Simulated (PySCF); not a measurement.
The multiplicity is imposed and other spin states were not computed.

Cartesian coordinates (Å):
```xyz
6

Au     0.0762     0.2268     0.0779
N      0.6525     3.0205     1.2295
C      0.4299     1.9381     0.8074
H      0.8425     3.9442     1.5888
O     -0.2931    -1.5705    -0.6068
H     -0.3154    -1.5524    -1.5827
```
Charge 0, multiplicity 1.

What dipole moment, HOMO–LUMO gap, total energy, charge on the central atom (Mulliken), LUMO and HOMO does TPSSh-D3(BJ)/def2-TZVP // PBE-D3(BJ)/def2-SVP in PySCF give?


```
Item                                         Result
-------------------------------------  ------------
dipole moment                                6.34 D
HOMO–LUMO gap                               4.52 eV
total energy                           -305.0551 Ha
charge on the central atom (Mulliken)        0.30 e
LUMO                                       -1.61 eV
HOMO                                       -6.13 eV
```
